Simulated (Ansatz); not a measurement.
Reaction (hydrogenolysis of a B–Si bond): `[SiH3]B[CH2][SnH3]` + H₂ → `B[CH2][SnH3]` + SiH₄

Program: Ansatz. Geometries: PBE0-D4/def2-TZVP. ΔE: electronic, gas phase. CCSD(T)/CBS is the MP2 limit (def2-TZVPP, def2-QZVPP) plus CCSD(T) − MP2 in def2-TZVPP, frozen cores. This one scheme is used for every species. Functionals use def2-TZVPP. Elements past krypton have def2 core potentials. For Sn outer-core shells are correlated without core-valence functions, which leaves a few kJ/mol of doubt a bond. Each species was taken in one conformer, which may not be the lowest.

`[SiH3]B[CH2][SnH3]`:

Cartesian coordinates in Å:
```
Si 1.444 0.360 1.470
B 0.802 0.536 -0.434
C -0.600 0.986 -0.772
Sn -1.348 -1.103 -0.772
H 2.256 -0.866 1.711
H 2.307 1.533 1.802
H 0.316 0.353 2.450
H 1.538 0.216 -1.329
H -0.832 1.330 -1.780
H -1.219 1.467 -0.014
H -0.162 -2.230 -0.291
H -1.849 -1.439 -2.364
H -2.652 -1.143 0.321
```

H₂:

Z-matrix (Å, degrees):
```
H
H 1 0.746
```

`B[CH2][SnH3]`:

Cartesian coordinates in Å:
```
B 0.834 0.228 -1.232
C 0.464 0.962 0.039
Sn -0.808 -0.670 0.803
H 1.774 -0.518 -1.253
H 0.138 0.308 -2.206
H -0.219 1.809 -0.015
H 1.214 1.084 0.820
H -0.157 -1.154 2.302
H -0.860 -2.010 -0.251
H -2.379 -0.038 0.993
```

SiH₄:

Z-matrix (Å, degrees):
```
Si
H 1 1.485
H 1 1.485 2 109.5
H 1 1.485 2 109.5 3 -120.0
H 1 1.485 2 109.5 3 120.0
```

| level | ΔE (kcal/mol) | difference from CCSD(T)/CBS |
| --- | --- | --- |
| LDA (SPW92) | -4.8 | 2.2 |
| revPBE-D4 | -3.8 | 3.2 |
| BLYP-D4 | -6.6 | 0.4 |
| B97M-V | -7.4 | -0.4 |
| PBE0-D4 | -6.1 | 0.9 |
| r2SCAN0-D4 | -7.5 | -0.5 |
| BHLYP-D4 | -9.7 | -2.7 |
| ωB97X-V | -8.4 | -1.4 |
| B2PLYP | -9.9 | -2.9 |
| revPBE | -7.3 | -0.3 |
| r2SCAN0 | -8.1 | -1.1 |
| BHLYP | -12.7 | -5.7 |
| CAM-B3LYP | -11.5 | -4.5 |
| CCSD/def2-SVP | -10.7 | -3.7 |
| HF/def2-TZVPP | -16.5 | -9.5 |
| HF/CBS(def2) | -16.6 | -9.6 |
| CCSD(T)/CBS | -7.0 | 0 |

Largest T1 diagnostic among the species: 0.013.

From PBE to PBE0 (25 % exact exchange), in def2-TZVPP and without D4, ΔE moves by −1.4 kcal/mol. At CCSD(T), def2-SVP lies −2.5 kcal/mol from the extrapolated value and def2-TZVPP −0.9 kcal/mol.
